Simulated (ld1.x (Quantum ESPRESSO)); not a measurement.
thallium: one change to a TM potential, before and after

* Element: thallium (Tl)
* Generator: ld1.x (Quantum ESPRESSO) 7.5
* Type: norm-conserving Troullier–Martins (Kleinman–Bylander form)
* Functional: PBE
* Relativity: non-relativistic
* Frozen core: [Xe] 4f14
* Valence charge: 13
* Reference configuration: 5d10 6s2 6p0 (charge +1)
* Partial waves: 6s (bound): rc 1.70 bohr; 6p (bound, empty): rc 2.10 bohr; 5d (bound): rc 1.90 bohr
* Local potential: all-electron potential smoothed inside 2.05 bohr (lloc = -1)
* Core correction: none

Change: wave 6s (bound): rc 1.70 bohr becomes 6s (bound): rc 1.90 bohr.

Cutoffs: the cutoffs (Ry, on a coarse ladder) from which the occupation-weighted sum of valence levels, in a spherical-Bessel basis at the reference potential, stays within 10 and 1 mRy of its value at 400 Ry; they do not see the model core or the augmentation charge, which bear on the density cutoff. Errors are all-electron minus pseudo energies relative to the spin-unpolarised reference configuration.

Question: Predict the effect on cutoff, ghosts and configuration errors.

Answer: The potential gets softer (50 Ry and 110 Ry → 50 Ry and 80 Ry); both files keep a bound ghost (s); of the 7 tests that both files solve, the error grows in 3 and shrinks in 3 by more than 15 % and 0.3 meV (median size 5.5 → 7.1 meV). A larger radius leaves more room for a smooth pseudo-wave, so fewer plane waves are needed.

| quantity | base | changed |
| --- | --- | --- |
| cutoff, loose | 50 Ry | 50 Ry |
| cutoff, tight | 110 Ry | 80 Ry |
| loose cutoff by channel (10 mRy a level) | s 30 Ry, d 40 Ry | s 18 Ry, d 40 Ry |
| bound ghosts | s | s |
| error for 5d10 6s2 6p1, meV [ΔE -5.32 eV] | +2.1 | +3.5 |
| error for 5d10 6s1 6p0, meV [ΔE 17.84 eV] | +11 | +9.3 |
| error for 5d10 6s0 6p0, meV [ΔE 44.07 eV] | +85 | +77 |
| error for 5d10 6s2 6p0.5, meV [ΔE -3.37 eV] | +0.4 | +0.9 |
| error for 5d9 6s2 6p1, meV [ΔE 18.79 eV] | -139 | -94 |
| error for 5d10 6s0 6p3, meV [ΔE 4.92 eV] | +0.9 | +7.1 |
| error for 5d10 6s1 6p1, meV [ΔE 5.67 eV] | +5.5 | +2.3 |
| s: phases at 2.31 bohr within 0.05 rad from the reference energy up to (Ry; the scan ends near 5) | 4.8 | to the end of the scan |
| p: phases at 2.31 bohr within 0.05 rad from the reference energy up to (Ry; the scan ends near 5) | -0.2 | -0.2 |
| d: phases at 2.31 bohr within 0.05 rad from the reference energy up to (Ry; the scan ends near 5) | 1.6 | 1.6 |

 A true bound ghost makes a file unfit for plane-wave use even where its test errors are small: the radial tests pick states by their node count and pass the ghost by.
